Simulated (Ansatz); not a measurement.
A search over several starts for the lowest SCF solution of Al6Ni⁻ at the given spin, in a small basis.

```yaml
crystal:
  periodic: [false, false, false]
  atoms:
    - {symbol: Ni, position_ang: [-0.380765, 0.045560, -0.567701]}
    - {symbol: Al, position_ang: [1.995668, 0.485038, -0.412733]}
    - {symbol: Al, position_ang: [-1.177652, -0.582278, 1.632545]}
    - {symbol: Al, position_ang: [0.248877, 2.157762, -1.359754]}
    - {symbol: Al, position_ang: [-0.203457, 1.732545, 1.161764]}
    - {symbol: Al, position_ang: [-1.504493, -2.008629, -0.512020]}
    - {symbol: Al, position_ang: [1.021812, -1.830017, 0.057909]}
basis:
  gaussian: {orbitals: def2-SVP, initial_orbitals: start.molden}
total_charge: -1
magnetization: {spin_polarized: true, initial_magnetization: 1}
hamiltonian: {xc: pbe, dispersion: d4}
output: {orbitals: {seedname: orbitals}}
```

The file start.molden holds the orbitals of an earlier run on this structure, at another level or in another basis.

```sh
$ ansatz run in.yaml --threads 4 --pin off --events-out ev --progress --plain --max-ram 4787MiB
```

Shortened log:

```
Functional definition: PBE
1550 factors; their error is unknown
mean field evaluation 1: about -80515.2050 eV, gradient 1.8e2 eV
mean field evaluation 2: about -80544.7616 eV, gradient 3.9e1 eV
mean field evaluation 4: about -80576.7054 eV, gradient 1.6e1 eV
mean field evaluation 8: about -80582.4522 eV, gradient 8.5e-1 eV
mean field evaluation 16: about -80582.3612 eV, gradient 1.6e-4 eV
mean field evaluation 32: about -80581.4222 eV, gradient 4.4e0 eV
mean field evaluation 64: about -80581.9773 eV, gradient 3.7e0 eV
mean field evaluation 96: about -80581.3047 eV, gradient 2.1e-1 eV
mean field -80582.36117080 eV, -2961.3471523406 hartree, gradient 6.9e-6 eV, S^2 0.766552; 11 other end points of the search recorded, 0 dependent functions left out
reference -80582.36120753 eV, -2961.3471536904 hartree; 54, 53 occupied and 85, 86 virtual orbitals, 1550 factors
Total energy: -80582.79259966 eV, -2961.3630070590 hartree
```

Run time 28 s (4 threads of Arm Neoverse V2 on a shared host).

No other spin state of charge -1 was run. The structure comes from a short search, and lower isomers may exist.
